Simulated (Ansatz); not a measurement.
Geometry optimisation, Ansatz 0.2.0, RHF/def2-SVP.

The input (input.yaml):

```yaml
crystal:
  periodic: [false, false, false]
  atoms:
    - { symbol: C, position_ang: [-0.7289, -1.1433, 0.4016] }
    - { symbol: C, position_ang: [0.1143, -0.3466, 0.1033] }
    - { symbol: Te, position_ang: [1.638, 0.9674, -0.4053] }
    - { symbol: H, position_ang: [-1.4895, -1.7502, 0.6369] }
    - { symbol: H, position_ang: [0.5159, 2.199, -0.7778] }
basis:
  gaussian: { orbitals: def2-SVP }
hamiltonian:
  xc: hf
relax:
  f_tol: 0.02
  max_steps: 40
scf:
  lower_state_search: "off"
```

Command:

```bash
$ ansatz run input.yaml --threads 1 --pin off --max-ram 2048MiB --backend cpu --events-out ev --progress --plain --runs-dir out
```

Q: Where does it end, and by what steps?

A: It converged. After 4 steps the energy has fallen by 0.150 eV; H4 moved furthest, 0.08 Å.

| step | energy less start (eV) | largest force component (eV/Å) | accepted |
| --- | --- | --- | --- |
| 0 | 0.0000 | 2.585 | yes |
| 1 | -0.1079 | 0.961 | yes |
| 2 | -0.1454 | 0.164 | yes |
| 3 | -0.1500 | 0.180 | yes |
| 4 | -0.1504 | 0.008 | yes |

```xyz
5
Properties=species:S:1:pos:R:3
C -0.740 -1.118 0.394
C 0.094 -0.318 0.091
Te 1.606 0.979 -0.407
H -1.489 -1.827 0.664
H 0.578 2.210 -0.784
```

Whether the end is a true minimum wasn't checked by a vibrational analysis.

The run took 3.7 s on 1 thread of Intel(R) Xeon(R) 6975P-C (Granite Rapids), with other jobs on the host, peak memory 0.14 GiB.
